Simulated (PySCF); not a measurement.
BiF2Cl, SMILES [F][Bi]([F])[Cl].

Coordinates come from a PBE0-D3(BJ)/def2-SVP optimisation. The def2 effective core potentials stand for the cores of Bi; spin–orbit coupling is left out.

Method: TDA-CAM-B3LYP/def2-SVPD (PySCF).

Vertical excitations. The molecule is in vacuum. State labels are in the subgroup Cs.

```tsv
state	symmetry	energy (eV)	λ (nm)	f	main pairs
S1	A'	5.96	208	0.018	HOMO→LUMO 82 %, HOMO−2→LUMO 13 %
S2	A"	6.00	207	0.001	HOMO−1→LUMO 92 %
S3	A"	6.24	199	0.020	HOMO→LUMO+1 93 %
S4	A'	6.38	194	0.010	HOMO−1→LUMO+1 79 %, HOMO−2→LUMO 15 %
S5	A'	6.52	190	0.042	HOMO→LUMO+2 79 %, HOMO−2→LUMO 16 %
S6	A"	6.54	190	0.024	HOMO−2→LUMO+1 95 %
S7	A"	6.68	186	0.000	HOMO−1→LUMO+2 96 %
S8	A'	6.85	181	0.047	HOMO−2→LUMO+2 80 %, HOMO−2→LUMO 13 %
S9	A'	7.50	165	0.293	HOMO−3→LUMO 38 %, HOMO−2→LUMO 21 %, HOMO−1→LUMO+1 8 %, HOMO−2→LUMO+2 7 %
S10	A'	7.66	162	0.010	HOMO−4→LUMO+1 84 %
T1	A'	5.27	235	0	HOMO→LUMO 84 %
T2	A"	5.51	225	0	HOMO−1→LUMO 47 %, HOMO→LUMO+1 31 %, HOMO−2→LUMO+1 17 %
T3	A"	5.57	222	0	HOMO−1→LUMO 47 %, HOMO→LUMO+1 33 %, HOMO−2→LUMO+1 12 %
T4	A'	5.64	220	0	HOMO−2→LUMO 80 %
```
Triplets are in the Tamm–Dancoff approximation.
